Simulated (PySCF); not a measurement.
CH3FSZn, SMILES C[S][Zn][F].

Geometry optimised at PBE-D3(BJ)/def2-SVP. The structure was generated by enumeration; whether it is a known compound was not checked. One conformer was computed; it need not be the lowest.

These are PBE-D3(BJ)/def2-SVP in PySCF values and carry that method's errors.

Frequencies are harmonic and unscaled.

```
mode  ν (cm⁻¹)  IR (km/mol)  moving atoms (share of kinetic energy)
----  --------  -----------  --------------------------------------
1           85          9.0         F 45 %, C 24 %, Zn 18 %, H 11 %
2          108         10.0                 H 37 %, F 33 %, Zn 25 %
3          145          9.5         H 61 %, Zn 16 %, S 12 %, F 11 %
4          185          7.6  Zn 32 %, C 28 %, S 19 %, H 12 %, F 9 %
5          376          3.7                 S 70 %, Zn 15 %, F 13 %
6          680         52.6                 F 54 %, Zn 21 %, C 14 %
7          686         23.1                  C 46 %, S 25 %, F 16 %
8          919          4.9                          H 84 %, C 14 %
9          938          7.7                          H 82 %, C 16 %
10        1285         12.2                          H 87 %, C 12 %
11        1404          8.0                                  H 95 %
12        1407          7.9                                  H 95 %
13        2982         21.3                                  H 98 %
14        3088          4.9                          H 90 %, C 10 %
15        3088          1.6                          H 90 %, C 10 %
```
